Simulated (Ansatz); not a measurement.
Isolated molecules relaxed with PBE0-D4/def2-TZVP in Ansatz; ΔE leaves out vibrations. CBS: MP2 limit from def2 TZ/QZ plus the TZ coupled-cluster correction, frozen cores. This one scheme is used for every species. Functionals use def2-TZVPP. B3LYP here is the variant with VWN-RPA as its local correlation; programs differ in this. HSE06 is defined as in plane-wave codes. def2 core potentials past Kr. For Sn outer-core shells are correlated without core-valence functions, which leaves a few kJ/mol of doubt a bond. Each species was taken in one conformer, which may not be the lowest.

`[SiH3]O[Si]O[SiH3]` + `[OH][Sn][O][SiH3]` → `[SiH3][O][Sn][O][SiH3]` + `O[Si]O[SiH3]`  (ligand exchange at the Si–O bond)

`[SiH3]O[Si]O[SiH3]`:

```xyz
11

Si   -1.857   -1.845    1.239
O    -0.895   -0.760    0.466
Si   -0.793    0.411   -0.678
O     0.792    0.812   -0.555
Si    2.015    1.763   -1.104
H    -3.246   -1.776    0.716
H    -1.860   -1.533    2.689
H    -1.315   -3.208    1.020
H     2.537    2.571    0.025
H     1.530    2.669   -2.178
H     3.092    0.896   -1.640
```

`[OH][Sn][O][SiH3]`:

```xyz
8

O    -2.369   -0.635    0.131
Sn   -1.097   -2.113   -0.160
O     0.570   -1.028   -0.174
Si    1.098    0.506   -0.034
H    -1.991    0.247    0.201
H     1.845    0.916   -1.253
H    -0.043    1.459    0.139
H     1.987    0.650    1.150
```

`[SiH3][O][Sn][O][SiH3]`:

```xyz
11

Si   -1.900    0.606   -0.226
O    -1.404    0.429    1.319
Sn   -0.017   -0.231    2.556
O     1.377   -0.655    1.228
Si    1.903   -0.557   -0.315
H    -1.468    1.922   -0.770
H    -3.385    0.531   -0.283
H    -1.344   -0.467   -1.098
H     3.388   -0.459   -0.328
H     1.349    0.645   -0.999
H     1.499   -1.764   -1.086
```

`O[Si]O[SiH3]`:

Z-matrix (Å, degrees):
```
Si
O 1 1.646
H 1 1.484 2 108.8
H 1 1.484 2 108.8 3 119.4
H 1 1.486 2 110.6 3 -120.3
Si 2 1.656 1 142.0 3 119.9
O 6 1.643 2 101.2 1 -179.6
H 7 0.963 6 118.3 2 0.0
```

```
             level  ΔE (kJ/mol)  difference from CCSD(T)/CBS
       LDA (SPW92)         -8.4                          1.8
            PBE-D4         -8.6                          1.6
         revPBE-D4         -8.5                          1.7
           BLYP-D4         -9.0                          1.2
         r2SCAN-D4         -7.4                          2.8
            B97M-V        -10.3                         -0.1
          B3LYP-D4        -10.2                          0.0
        r2SCANh-D4         -8.1                          2.1
        r2SCAN0-D4         -9.1                          1.1
          HSE06-D4        -10.0                          0.2
          BHLYP-D4        -12.7                         -2.5
      CAM-B3LYP-D4        -10.3                         -0.1
           ωB97X-V        -10.3                         -0.1
           ωB97M-V        -10.6                         -0.4
            B2PLYP         -7.2                          3.0
          PBE-QIDH         -9.4                          0.8
               PBE         -5.3                          4.9
              BLYP         -2.8                          7.4
            r2SCAN         -6.5                          3.7
              PBE0         -6.9                          3.3
             B3LYP         -4.9                          5.3
           r2SCANh         -7.1                          3.1
           r2SCAN0         -8.0                          2.2
             BHLYP         -7.2                          3.0
         CAM-B3LYP         -6.8                          3.4
           LC-ωPBE         -8.1                          2.1
RPA@PBE/def2-TZVPP         -8.9                          1.3
       HF/def2-SVP        -16.7                         -6.5
      MP2/def2-SVP        -17.0                         -6.8
     CCSD/def2-SVP        -17.2                         -7.0
  CCSD(T)/def2-SVP        -16.9                         -6.7
     HF/def2-TZVPP         -8.5                          1.7
    MP2/def2-TZVPP        -10.7                         -0.5
SCS-MP2/def2-TZVPP        -10.0                          0.2
   CCSD/def2-TZVPP        -10.3                         -0.1
    MP2/def2-QZVPP        -10.4                         -0.2
SCS-MP2/def2-QZVPP         -9.5                          0.7
      HF/CBS(def2)         -7.7                          2.5
     MP2/CBS(def2)        -10.6                         -0.4
    CCSD/CBS(def2)        -10.3                         -0.1
       CCSD(T)/CBS        -10.2                            0
```

Largest T1 diagnostic among the species: 0.016.

Leaving LDA and LC-ωPBE aside and taking each functional with its dispersion term where it has one, the values spread over 5.5 kJ/mol, from BHLYP-D4 to B2PLYP. LDA lies −3.1 kJ/mol from PBE without D4. From BLYP to BHLYP (50 % exact exchange), in def2-TZVPP and without D4, ΔE moves by −4.4 kJ/mol. At CCSD(T), def2-SVP lies −6.7 kJ/mol from the extrapolated value and def2-TZVPP −0.1 kJ/mol.
